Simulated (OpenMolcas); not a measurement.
W5+ with 6 ligands (fluoride) in octahedral coordination (Oh) at 1.93 Å. A charge of +0.167 e stands 3.2 Å behind each ligand. Ligand basis ANO-RCC-VDZP.

* Program: OpenMolcas
* Method: SS-CASPT2, IPEA 0.25 Eh, imaginary shift 0.1 Eh (the lowest 17 gerade and 15 ungerade orbitals frozen, chosen by energy and not by shell, so the metal 5p can be frozen and 4f correlated)
* Basis: ANO-RCC-VDZP [7s6p4d2f1g]
* Scalar Hamiltonian: DKH2, point nucleus
* Active space: 1 electron in 5 orbitals (5d)
* State averaging: 2S+1 = 2 even, 5 roots
* Spin-orbit coupling: state interaction with AMFI integrals over the reference wave functions

Q: What is the spin-free ground state (labels of O, the rotations of Oh)?

A: 2T2, 3-fold in its orbital part; it has the highest spin that d1 allows.

Q: Where is the first state of the same spin?

A: 2E at 38900 cm-1 above the ground state.

Q: What are the lowest two levels with spin-orbit coupling?

A: A 4-fold level Γ8, then a 2-fold level 4940 cm-1 above it. Their leading multiplicities are 2 (100 %) and 2 (100 %).

Q: What is χT at 300 K, and how does it compare with the textbook value?

A: The lowest level has 2S+1 = 2, for which the spin-only value is χT = S(S+1) / 2 = 0.375 cm3 K/mol (g = 2). The computed 0.034 at 300 K differs by -0.341, through orbital momentum, spin-orbit coupling and any other state in reach. With a threefold ground state the orbital momentum is unquenched, so the spin-only value is not expected to hold.

Q: Which ligand-field parameters describe the states?

A: The gap between the two states is 10Dq = 38930 cm-1. 

Over all roots computed the reference weight is 0.70; a low but even weight reflects the number of correlated electrons. An orbital triplet at a regular site is open to Jahn-Teller coupling, which can distort the site and quench the lowest spin-orbit gaps and is left out. The least metal-like active orbital is 72 % on the metal (Löwdin) and no ligand orbital is active, so the numbers are rough. Ligand-to-metal charge-transfer states are missing. With one d shell and no ligand orbital active, 10Dq can be off by a tenth or more. No measured value stands beside these numbers; the geometry is a model, was not optimised and need not be the one that this ion takes.
